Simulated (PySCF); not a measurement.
# Radial density of Eu (europium, neutral)

B3LYP, [Xe] 4f7 5d2, high-spin 10F determinant (an excited configuration). All numbers are calculated (PySCF 2.14, the spin-free X2C one-electron Hamiltonian (Gaussian nucleus), in cc-pVDZ-X2C (8s7p5d3f1g, 84 functions)).

| r (bohr) | 4πr²ρ (e/bohr) | 4πr²(ρα − ρβ) |
| --- | --- | --- |
| 0.0180 | 83.07 | 0.0025 |
| 0.0303 | 73.31 | 0.0061 |
| 0.0509 | 98.65 | 0.0139 |
| 0.0856 | 103.2 | 0.0310 |
| 0.144 | 85.68 | 0.2463 |
| 0.242 | 83.14 | 1.6046 |
| 0.407 | 40.35 | 5.7735 |
| 0.685 | 37.49 | 7.4325 |
| 1.15 | 12.31 | 3.8050 |
| 1.94 | 4.954 | 1.1459 |
| 3.26 | 0.8552 | 0.5851 |
| 5.48 | 0.1930 | 0.1893 |
| 9.22 | 0.0007509 | 0.0006 |

Densities and radii are taken from the X2C orbitals without a picture-change correction, which distorts them close to the nucleus.

Spin-orbit coupling, absent here, splits the open shell strongly.
